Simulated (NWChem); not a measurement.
Molecule: C$_{3}$H$_{8}$BeO; SMILES C[CH](C)[Be][OH]

```xyz
13

Be    -0.0008     1.1198    -0.1323
C     -0.0007    -0.5614    -0.4019
C     -1.2692    -1.2562     0.1409
C      1.2695    -1.2543     0.1396
H     -0.0010    -0.6984    -1.4973
H     -1.2668    -2.3341    -0.0832
H     -1.3479    -1.1609     1.2324
H     -2.1880    -0.8372    -0.2885
H      2.1874    -0.8329    -0.2895
H      1.2693    -2.3319    -0.0858
H      1.3483    -1.1602     1.2312
O     -0.0028     2.5279     0.0286
H      0.0268     3.0841     0.8098
```
Atoms are numbered in this order, from 1.

Computed with NWChem. Pople sets run with spherical d functions. All runs use the structure optimised with B3LYP/6-31G* (spherical d). Ions are spin-unrestricted doublets at the neutral geometry; other ion states weren't tried.

Task: Order these by “vertical ionisation energy, ΔSCF (eV)”, lowest first: Hartree-Fock/6-31+G*; r2SCAN/6-31+G*; PBE0/6-31+G*.

Result: Hartree-Fock/6-31+G* (8.85), r2SCAN/6-31+G* (9.33), PBE0/6-31+G* (9.52)
